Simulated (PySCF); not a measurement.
Al(H)3 cation (AlH3), SMILES [AlH3] (connectivity only; charge and spin as stated), charge +1, multiplicity 2. The structure is a stationary point at PBE0-D3(BJ)/def2-TZVPD. The multiplicity is an assumed one; other spin states were not compared. The isomer is the one that the SMILES or the coordinates give; other isomers of the formula were not compared.

The numbers are results of PBE0-D3(BJ)/def2-TZVPD (PySCF 2.14.0), not measurements.

Harmonic wavenumbers (cm⁻¹): 379, 498, 690, 1271, 1627, 2080. Rotational constants (GHz): 324.3, 78.38, 63.13; symmetry number 2.

Problem. Work out the zero-point energy and the ideal-gas rigid-rotor harmonic-oscillator thermochemistry at 298.15 K and 1 atm.

Solution. ZPE = ½ Σ hcν = ½ × 6545 cm⁻¹ = 39.15 kJ/mol. H − E(el) = 50.87 kJ/mol. Entropy in J/(mol K): translation 151.17, rotation 61.00, vibration 8.64, spin 5.76, total 226.57. G − E(el) = -16.68 kJ/mol. Cp = 49.32 J/(mol K).
